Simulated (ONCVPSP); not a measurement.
# What the settings do to the ONCV potential of As (Z = 33)

Base potential:

As (Z = 33), optimised norm-conserving Vanderbilt (ONCV), made with ONCVPSP 4.0.1 (PBE, scalar-relativistic). Core [Ar] 3d10, reference 4s2 4p3. Waves: 4s: rc 1.50 bohr, ncon 3, nbas 6, qcut 3.7 1/bohr, 2 projectors, debl 1.8 Ha; 4p: rc 1.95 bohr, ncon 4, nbas 8, qcut 4 1/bohr, 2 projectors, debl 3.8 Ha. Local part: polynomial inside 1.50 bohr (lpopt 4, dvloc0 0 Ha). Core correction: polynomial model core, fcfact 0.55.

Cutoffs, loose and tight: the cutoffs (Ha) at which the residual kinetic energy of the hardest occupied pseudo-wave falls to 1 and 0.1 mHa per electron. They do not see the model core or the augmentation charge, which bear on the density cutoff. Test errors are all-electron minus pseudo excitation energies from the reference, over the configurations 4s2 4p2; 4s2 4p1; 4s2 4p0; 4s1 4p4. A dash means not determined; rows that change the core or the reference have their own tests.

```tsv
change	outcome	cutoff, loose	cutoff, tight	bound ghosts	GHOST(+) flags above zero	largest test error (meV)
base	generated	25 Ha	40 Ha	none	s	-114
p: qcut 2.4	generated	25 Ha	43 Ha	none	s	-120
p: qcut 3.6	generated	25 Ha	42 Ha	none	s	-119
p: qcut 4.1	generated	25 Ha	40 Ha	none	s	-113
p: qcut 4.3	generated	25 Ha	40 Ha	none	s	-110
p: qcut 4.8	generated	25 Ha	40 Ha	none	s	-104
p: qcut 5.5	generated	25 Ha	40 Ha	none	s	-99
p: qcut 6.1	generated	25 Ha	40 Ha	none	s	-95
```

What comes out with this change to the base: p: qcut 2.8?

outcome: generated; cutoff, loose: 25 Ha; cutoff, tight: 45 Ha; bound ghosts: none; GHOST(+) flags above zero: s; largest test error (meV): -122.

Reading the sweep of the qcut of the p channel (base included, trends over the rows without a ghost): The loose cutoff stays near 25 Ha. The median size of the test errors (rows with all tests solved) stays near 17.6 meV.
